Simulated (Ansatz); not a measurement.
## Ansatz (development build ahead of 0.2.0) run

```yaml
crystal:
  periodic: [false, false, false]
  atoms:
    - { symbol: Fe, position_ang: [0.0, 0.0, 0.0] }
    - { symbol: "N", position_ang: [0.0, 0.0, 1.62] }
    - { symbol: O, position_ang: [0.0, 0.0, 2.8] }
basis:
  gaussian: { orbitals: pcseg-2 }
magnetization:
  initial_magnetization: 1
hamiltonian:
  xc: pbe0
```

The input is written out in the form of the current development build from the run's settings.

Results

| Quantity | Value |
| --- | --- |
| Converged | yes |
| Total energy | -1393.27257 hartree |
| Spin squared of the determinant | 0.750 |
| Stability test | minimum among restricted orbitals |

Caution: another spin multiplicity may lie lower; an unrestricted determinant lies well below.
